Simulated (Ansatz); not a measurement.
Vertical ionisation energy (eV) of eight silicon and germanium compounds: PBE beside PBE0, computed with Ansatz (a first-principles code) for isolated molecules in the bases named; differences from unrounded values. The eight are the first of their class met in an unordered collection, after screening for sound electronic states; none was chosen by its value. Functionals give these values as differences of separate SCF runs (ΔSCF), EOM-CCSD as a root; each molecule has one DFT geometry for both levels.

```csv
molecule,basis,PBE0,PBE,difference
"C3H7NOSi, SMILES [SiH2]([C@@H](C)C#N)O",def2-SVPD,10.51,10.09,-0.42
"C3H9ClOSi, SMILES C[Si@@](O)(Cl)CC",def2-SVPD,10.06,9.58,-0.49
"CH₉NSi₄, SMILES [SiH3][Si@H]1[SiH2]C=N[SiH2]1",def2-SVPD,8.33,8.13,-0.20
"C2H11FSi3, SMILES C(C[SiH3])[SiH2][SiH2]F",def2-SVPD,9.91,9.48,-0.43
"C4H10Si2, SMILES [SiH2]1[Si@@H](C)C=CC1",def2-SVPD,9.17,8.89,-0.27
"CH₉FN₂Si₂, SMILES [SiH2](N[SiH2]N)CF",def2-SVPD,9.17,8.64,-0.54
"C3H4F2Si, SMILES C#CC(F)(F)[SiH3]",def2-TZVPD,10.46,10.12,-0.33
"H8N2OSi2, SMILES N[SiH2][Si@@H](N)O",def2-TZVPD,8.85,8.50,-0.34
```

PBE lies below PBE0 in 8 and above it in 0 of the eight; the mean signed difference is -0.38 and the largest -0.54 eV.
